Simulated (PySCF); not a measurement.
An unknown shows these calculated signals:

1H NMR (500 MHz, computed): δ 7.12 (br s, 1H), 6.20 (br s, 1H), 5.04 (m, 2H), 4.12 (m, 2H), 2.12 (s, 3H), 1.06 (m, 2H).

13C{1H} NMR (computed): δ 259.5 (C), 199.9 (C), 144.5 (C), 142.1 (CH2), 23.2 (CH3).

[PySCF: geometry: GFN2-xTB; shieldings: GIAO PBE0/pcSseg-1; relativity neglected; equivalent nuclei averaged; single conformer; isolated molecule]

Referencing at the same level of theory: TMS for 1H (σref 31.72) and 13C (σref 186.93).

Task: Which of these does the molecule contain: a three-membered ring, a non-aromatic C=C double bond, a benzene ring, an N-methyl group, a Si–H bond, a ketone?

Result: 
- A three-membered ring: no.
- A non-aromatic C=C double bond: yes.
- A benzene ring: no.
- An N-methyl group: no.
- A Si–H bond: yes (δH 4.12 (m)).
- A ketone: yes (δC 199.9).

The data belong to `C=C(C)C(=O)C(=O)[SiH2][SiH2]P`, C5H11O2PSi2; they needn't prove each group on their own.

Carbon signals by region: 2 in the far downfield region (above 160 ppm), 2 in the sp2 and nitrile region (100–160 ppm), 1 below 50 ppm. Above 160 ppm: 259.5, carbonyl carbon, 199.9, ketone carbonyl carbon.

Splittings by 31P in the carbon and heteronuclear signals aren't shown, as no couplings were computed. Shifts are as computed. Against solution values, carbons near 30 ppm lie about +3 ppm off and those near 130 ppm about +5 ppm. Of 1211 compounds with measured shifts, 218 miss one by over three times the rms of a fit or turn the order of signals round; such compounds aren't used in these exercises. Multiplicities follow the n + 1 count of equivalent neighbours, as no J values were calculated; m marks all less simple cases, F and P coupling included.
